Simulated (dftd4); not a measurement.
Br₂Hg (SMILES [Br][Hg][Br]), singlet, at a GFN2-xTB geometry (such geometries of metal compounds can be far from the true shape); D4 for tpss (dftd4).

dftd4 was given this input:
```
$ dftd4 mol.xyz --func tpss --charge 0 --json dftd4.json --noedisp --property

# file mol.xyz
3

Hg     0.00000000     0.00000000     0.00000000
Br     0.00000000     0.00000000     2.42322459
Br    -0.00000000    -0.00000000    -2.42322459
```

What the program printed (banner, timings and long lists left out):

```
                    ____  _____ _____     ____  _  _
      -------------|  _ \|  ___|_   _|---|  _ \| || |------------
     |             | | | | |_    | | ___ | | | | || |_           |
     |             | |_| |  _|   | ||___|| |_| |__   _|          |
     |             |____/|_|     |_|     |____/   |_|            |
     |             ===================================           |
     |            E. Caldeweyher, S. Ehlert & S. Grimme          |
     |          Mulliken Center for Theoretical Chemistry        |
     |                    University of Bonn                     |
      -----------------------------------------------------------

Rational (Becke-Johnson) damping: tpss-D4-ATM
---------------------
  s6         1.0000
  s8         1.7660
  s9         1.0000
  a1         0.4282
  a2         4.5426
 alp        16.0000
--------------------

Atomic data, radii in Ångström:
------------------------------------------------------
   Z          R(cov)      r4/r2   hardness         EN
------------------------------------------------------
  80 Hg       1.7600     3.0610     0.4858     2.0000
  35 Br       1.5200     2.4294     0.4345     2.9600
------------------------------------------------------

Atomic reference systems (in atomic units):
----------------------------------------------------------------------------
   Z        #      CN     q+Z       C6(AA)   #      CN     q+Z       C6(AA)
----------------------------------------------------------------------------
  80 Hg     1  0.0000 20.0000     365.1797   2  1.8952 20.1199     278.0578
  35 Br     1  0.0000 35.0000     167.8010   2  0.8714 34.8551     184.6349
----------------------------------------------------------------------------

Atomic properties (in atomic units):
----------------------------------------------------------------------------
     #    Z              CN          q      C6(AA)        C8(AA)   alpha(0)
----------------------------------------------------------------------------
     1   80 Hg       1.6878     0.5389    246.5888    24752.9672    27.3796
     2   35 Br       0.8439    -0.2694    187.9218    11882.1065    22.1166
     3   35 Br       0.8439    -0.2694    187.9218    11882.1065    22.1166
----------------------------------------------------------------------------

Molecular properties (in atomic units):
----------------------------------------
 molecular C6                1856.5194
 molecular C8              140656.1110
----------------------------------------

Dispersion energy:      -4.2630915438844E-03 Eh

[Info] JSON dump of results written to 'dftd4.json'
```
